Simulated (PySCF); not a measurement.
**`F[C@H]([C@@H](C(=C=O)F)F)Cl`, C4H2ClF3O**

Molfile (atoms numbered from 1):
```
C4H2ClF3O
     RDKit          3D

 11 10  0  0  0  0  0  0  0  0999 V2000
    2.3369   -1.4831   -0.8035 O   0  0  0  0  0  0  0  0  0  0  0  0
    1.6756   -0.9093   -0.0520 C   0  0  0  0  0  0  0  0  0  0  0  0
    0.8967   -0.2555    0.7752 C   0  0  0  0  0  0  0  0  0  0  0  0
    1.0734   -0.3856    2.1219 F   0  0  0  0  0  0  0  0  0  0  0  0
   -0.1764    0.7058    0.3600 C   0  0  1  0  0  0  0  0  0  0  0  0
    0.3635    1.8668   -0.1621 F   0  0  0  0  0  0  0  0  0  0  0  0
   -1.1187    0.1255   -0.7015 C   0  0  1  0  0  0  0  0  0  0  0  0
   -0.4041   -0.4420   -1.7059 F   0  0  0  0  0  0  0  0  0  0  0  0
   -2.1480   -1.1226    0.0345 Cl  0  0  0  0  0  0  0  0  0  0  0  0
   -0.7429    0.9985    1.2524 H   0  0  0  0  0  0  0  0  0  0  0  0
   -1.7507    0.9041   -1.1450 H   0  0  0  0  0  0  0  0  0  0  0  0
  1  2  2  0
  2  3  2  0
  3  4  1  0
  3  5  1  0
  5  6  1  0
  5  7  1  0
  7  8  1  0
  7  9  1  0
  5 10  1  1
  7 11  1  6
M  END
```

Method used: GIAO PBE/pcSseg-1 magnetisability, rotational g tensor and spin-rotation constants, non-relativistic, gas phase in PySCF 2.14.0. Geometry: GFN2-xTB.

Question: Give the nuclear spin-rotation constants along the inertial axes (H = +C I·J) beside the isotropic shieldings.

Answer: Rotational constants 1.5918, 1.0144, 0.9812 GHz. A star marks the isotopologue with that one atom substituted, in its own axes.
| atom | isotope | Caa (kHz) | Cbb (kHz) | Ccc (kHz) | mean (kHz) | σ (ppm) |
| --- | --- | --- | --- | --- | --- | --- |
| F4 | 19F | -0.597 | -0.268 | 0.511 | -0.118 | 478.0 |
| F6 | 19F | 1.158 | 0.871 | 0.744 | 0.924 | 335.0 |
| F8 | 19F | 1.397 | 0.983 | 0.681 | 1.020 | 323.1 |
| Cl9 | 35Cl | 0.552 | 0.297 | 0.192 | 0.347 | 676.8 |
| H10 | 1H | -0.127 | 0.058 | -0.099 | -0.056 | 25.2 |
| H11 | 1H | -0.031 | -0.093 | -0.002 | -0.042 | 24.6 |
| O1 | 17O* | -0.703 | -0.745 | -0.327 | -0.592 | -220.9 |
| C2 | 13C* | 0.742 | 0.544 | 0.446 | 0.577 | -58.9 |
| C3 | 13C* | 0.507 | 0.372 | 0.227 | 0.369 | 60.0 |
| C5 | 13C* | 0.440 | 0.332 | 0.251 | 0.341 | 72.2 |
| C7 | 13C* | 0.515 | 0.255 | 0.297 | 0.355 | 67.7 |

For the geometry as given, no vibrational averaging.
